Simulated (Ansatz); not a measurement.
`FB(F)C1CC1` + H₂ → `C1CC1` + `FBF` at 400 K and 1 bar (hydrogenolysis of a C–B bond).

Program: Ansatz. Geometries: PBE0-D4/def2-TZVP. ΔE: electronic, gas phase. CCSD(T)/CBS is the MP2 limit (def2-TZVPP, def2-QZVPP) plus CCSD(T) − MP2 in def2-TZVPP, frozen cores. This one scheme is used for every species. One conformer a species, not always the lowest.

| species | CCSD(T)/CBS energy (Eh) | H − E (kJ/mol) | S (J/(mol·K)) |
| --- | --- | --- | --- |
| `FB(F)C1CC1` | -341.65520 | 244.9 | 356.9 |
| H₂ | -1.17544 | 38.0 | 139.0 |
| `C1CC1` | -117.73368 | 232.0 | 255.6 |
| `FBF` | -225.09427 | 62.5 | 257.9 |

H − E and S are ideal-gas, rigid-rotor, harmonic terms from PBE0-D4/def2-TZVP, for one conformer and one mirror image of each species. The MP2-based limit puts H₂ 0.8 mEh under its directly extrapolated value; such offsets cancel only in part. 1 Eh = 2625.50 kJ/mol, R = 8.31446 J/(mol·K).

Q: By hand: ΔE, ΔH, ΔS and ΔG.

A: ΔE = (-117.73368) + (-225.09427) − (-341.65520) − (-1.17544) = 0.00269 Eh = 7.1 kJ/mol. Δ(H − E) = 232.0 + 62.5 − 244.9 − 38.0 = 11.6, so ΔH = 18.7 kJ/mol. ΔS = 255.6 + 257.9 − 356.9 − 139.0 = 17.6 J/(mol·K). ΔG = 18.7 − 400 × (17.6)/1000 = 11.7 kJ/mol.

Q: By hand: the equilibrium constant, and the temperature at which ΔG would vanish if ΔH and ΔS stayed fixed.

A: log₁₀ K = −ΔG/(RT ln 10) = -1.5. ΔG = 0 at ΔH/ΔS = 1062 K, though so small a ΔS makes that figure unsure.

TΔS isn't small against ΔH here. A doubt of 5 kJ/mol in ΔE shifts log₁₀ K by 0.7 here. Other conformers and mirror images would add mixing entropy, several J/(mol·K) or more a flexible species. These are equilibria of isolated gas molecules and say nothing of rates. Largest T1 diagnostic: 0.013 (customary marks: 0.02 for closed shells, 0.045 for open ones).
